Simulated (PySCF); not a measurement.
Excitation energy of Pd⁺ by level of theory

Pd⁺ [Kr] 4d9 (2D) → Pd⁺ [Kr] 4d8 5p1 (high-spin determinant), as a difference of total energies. All numbers are calculated (PySCF 2.14, scalar relativity by spin-free X2C-1e, in ANO-RCC-VTZP (7s6p4d2f1g, 68 functions)). Correlated levels: valence: [Kr] frozen; valence and next inner shell: [Ar] 3d10 frozen. The calculations carry no spin-orbit coupling.

| method | excitation energy (eV) |
| --- | --- |
| UHF | 7.525 |
| LDA | 8.814 |
| PBE | 8.525 |
| r2SCAN | 8.209 |
| r2SCANh | 8.222 |
| HSE06 | 8.439 |
| LC-wPBE | 8.694 |
| SCS-MP2 (valence) | 8.882 |
| MP2 (valence and next inner shell) | 8.908 |
| SCS-MP2 (valence and next inner shell) | 8.829 |

Estimate what MP2 (valence) gives.

8.847 eV, closest to SCS-MP2 (valence and next inner shell) among the rows shown.

Estimate what PBE0 gives.

8.480 eV, closest to HSE06 among the rows shown.

A first-order spin-orbit estimate (lowest level to lowest level, LS coupling) adds -0.006 eV.

The basis was made for the ground configuration and has no added diffuse functions, so the excitation energy can come out too high.

The determinant of the upper state mixes LS terms, which raises its energy above the lowest term, most at the Hartree-Fock and MP2 levels.
